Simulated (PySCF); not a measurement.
Compound: C5H6F2O.
InChI=1S/C5H6F2O/c1-2-3-4-8-5(6)7/h2-5H,1H2/b4-3-

Torsions of this conformer, `[CH2:1]=[CH:2]/[CH:3]=[CH:4]\[O:5][CH:6]([F:7])[F:8]`: C1–C2–C3–C4 179°, C3–C4–O5–C6 165°, C4–O5–C6–F7 166°.

The closed-shell ground state was solved at several levels (PySCF, density fitting, gas phase, non-relativistic). One conformer (not necessarily the lowest) at the PBE0-D3(BJ)/def2-SVP geometry, without solvent, vibrations or thermal averaging.

```
            level  basis functions  HOMO (eV)  LUMO (eV)  gap (eV)  dipole (D)
      B3LYP/pcJ-1              276      -6.37      -1.09      5.28        2.26
mPW1PW91/pcSseg-1              166      -6.62      -0.92      5.70        2.29
    PBE0/pcSseg-1              166      -6.59      -0.90      5.69        2.27
```

(1) Estimate the row for wB97X-D/def2-SVPD, a basis of 217 functions; the other rows only guide the guess.

(2) Over all these levels, which gives the widest orbital gap and which the narrowest?

(3) How far do the dipole and the HOMO energy spread over the levels?

## Answers

(1) HOMO -8.40 eV, LUMO 0.74 eV, gap 9.14 eV, dipole 2.26 D.

(2) wB97X-D/def2-SVPD (range-separated hybrid) has the widest, 9.14 eV, and B3LYP/pcJ-1 (global hybrid, 20 % exact exchange) the narrowest, 5.28 eV. Functional and basis both differ between the two, so the spread mixes both effects.

(3) The dipole runs from 2.26 to 2.29 D (mean 2.27 D) and the HOMO from -8.40 to -6.37 eV.
